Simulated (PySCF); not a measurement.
**Steps of a relaxation of [CeI2]2+**

[CeI2]2+ (singlet). PySCF 2.14.0, RKS PBE0, Ce lcecp-2-SVP with ECP46, I def2-SVP with ECP28; non-relativistic Hamiltonian with scalar-relativistic core potentials where named; density fitting; no spin-orbit coupling. Origin of the start: template. Columns: position (Å) and force (eV/Å). Energies are counted from the last step; some of the 7 steps are shown. Forces carry noise of the integration grid, about 0.01 to 0.03 eV/Å.

Run from Python with OMP_NUM_THREADS=2. Where DIIS fails, smearing, a level shift and second-order steps follow.
It took 26 s on 2 threads of Arm Neoverse V1, with other jobs on the host, from the converged density of the start.

```xyz
3
step 0  E = 0.872 eV
Ce    0.0000    0.0000   -0.7659     0.00    0.00    1.03
I     2.6548    0.0000    0.4222    -2.02    0.00   -0.51
I    -2.6548    0.0000    0.4222     2.02    0.00   -0.51
```

```xyz
3
step 2  E = 0.181 eV
Ce    0.0000    0.0000   -0.8805     0.00    0.00   -0.91
I     2.3219    0.0000    0.4795     0.04    0.00    0.45
I    -2.3219    0.0000    0.4795    -0.04    0.00    0.45
```

```xyz
3
step 4  E = 0.009 eV
Ce    0.0000    0.0000   -1.1556     0.00    0.00    0.45
I     2.0555    0.0000    0.6170    -0.12    0.00   -0.23
I    -2.0555    0.0000    0.6170     0.12    0.00   -0.23
```

Problem. Where does the relaxation end?

Solution. It converges at step 6 in C2v:
```xyz
3
step 6  E = 0
Ce    0.0000    0.0000   -1.1166
I     2.0835    0.0000    0.5976
I    -2.0835    0.0000    0.5976
```

Problem. How did the contacts change?

Solution. 
```
   contact  start (Å)  end (Å)
Ce1–I2 (I)      2.909    2.698
Ce1–I3 (I)      2.909    2.698
```
